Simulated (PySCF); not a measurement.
Working out the ionisation energy of Co

Co [Ar] 3d7 4s2 (4F) → Co+ [Ar] 3d8 (3F). Computed with PySCF 2.14 in aug-cc-pVDZ (7s6p4d2f, 59 functions), with no relativity, point nucleus. Frozen: [Ar]. Energies in hartree (1 hartree = 27.21139 eV):

```tsv
part	Co (lower)	Co+ (upper)
UHF	-1381.422775	-1381.135031
MP2 opposite-spin	-0.130654	-0.149258
MP2 same-spin	-0.084317	-0.094306
```

Task: What does Hartree-Fock give?

Result: (-1381.135031) − (-1381.422775) = 0.287744 hartree = 7.830 eV.

Task: What do MP2 and SCS-MP2 (6/5 opposite-spin, 1/3 same-spin) give?

Result: The opposite-spin parts differ by -0.506 eV and the same-spin parts by -0.272 eV. MP2: 7.830 + (-0.506) + (-0.272) = 7.052 eV. SCS-MP2: 7.830 + 1.2 × (-0.506) + (-0.272)/3 = 7.132 eV.

Measured between the centres of the two terms (NIST): 7.869 eV, so MP2 (valence) is off by -0.817 eV.

The calculation is non-relativistic.

A double-zeta basis recovers only part of the correlation energy.

What remains against the reference includes basis incompleteness, the frozen core and correlation beyond second order.
